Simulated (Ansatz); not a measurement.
Species: CH3Si, charge 1, singlet. CH3Si+ (parent SMILES C[Si], singlet).
B3LYP-D3(BJ)/def2-TZVP minimum from Ansatz (a quantum-chemistry and plane-wave program):
```xyz
5

C     -1.0493    -0.0100    -0.0408
Si     0.7595     0.0072     0.0295
H     -1.4073    -0.6121    -0.8909
H     -1.4513     1.0090    -0.1568
H     -1.4778    -0.4382     0.8792
```
Charge +1, spin multiplicity 1.

Total energies in aug-cc-pV(T+d)Z, 10 correlated electrons, 6 frozen orbitals. UHF or UKS for unpaired electrons; spin-orbit terms are left out. Correlated methods leave the cores frozen. No relativity. The spin of CH3Si+ (parent SMILES C[Si], singlet) was assumed, and the state is the lowest solution found for it.

```
method    program  energy (Eh)  minus CCSDT(Q) (mEh)
--------  -------  -----------  --------------------
HF         Ansatz   -328.25741                292.82
MP2        Ansatz   -328.50871                 41.52
CCSD       Ansatz   -328.53848                 11.74
CCSD(T)    Ansatz   -328.54904                  1.18
CCSDT(Q)   Ansatz   -328.55022                  0.00
```

Rough core times of Ansatz's runs on a shared machine: CCSD(T) 20 s, CCSDT(Q) 30 min.
